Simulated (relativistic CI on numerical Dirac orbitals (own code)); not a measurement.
# d1 to d9 in one octahedral field

Computed with a parametric ligand-field model without spin-orbit coupling, by exact diagonalisation: B = 910, C = 3760, 10Dq = 27200 cm⁻¹ (Oh; |10Dq|/B = 29.9) for every shell. Energies in cm⁻¹; the field energy is (0.6 n_e − 0.4 n_t2) × 10Dq of the ground term; g labels are left out.

| Shell | Ground term | Electrons in e | Field energy | First spin-allowed bands | Lowest term of other spin |
| --- | --- | --- | --- | --- | --- |
| d1 | 2T2 | 0.000 | -10880 | 2E 27200 |  |
| d2 | 3T1 | 0.022 | -21155 | 3T2 25293, 3T1 37036 | 1T2 13431 |
| d3 | 4A2 | 0.000 | -32640 | 4T2 27200, 4T1 36663 | 2E 18106 |
| d4 | 3T1 | 0.033 | -42615 | 3E 23919, 3T1 24875 | 5E 4281 |
| d5 | 2T2 | 0.059 | -52797 | 2A2 22817, 2T1 23139 | 6A1 5799 |
| d6 | 1A1 | 0.043 | -64102 | 1T1 24803, 1T2 36545 | 3T1 16683 |
| d7 | 2E | 1.032 | -48088 | 2T1 24588, 2T2 25395 | 4T1 8983 |
| d8 | 3A2 | 2.000 | -32640 | 3T2 27200, 3T1 36663 | 1E 14621 |
| d9 | 2E | 3.000 | -16320 | 2T2 27200 |  |

Low spin: d4, d5, d6, d7; the other shells keep the spin of the free ion. Only d4 to d7 can choose; the field needed to pair spins is smallest for d6 and largest for d5, which loses most exchange energy. In the strong-field picture 10Dq must exceed about 6B + 5C = 24260 (d4), 7.5B + 5C = 25625 (d5), 2.5B + 4C = 17315 (d6) and 4B + 4C = 18680 (d7); mixing of terms shifts these bounds somewhat.
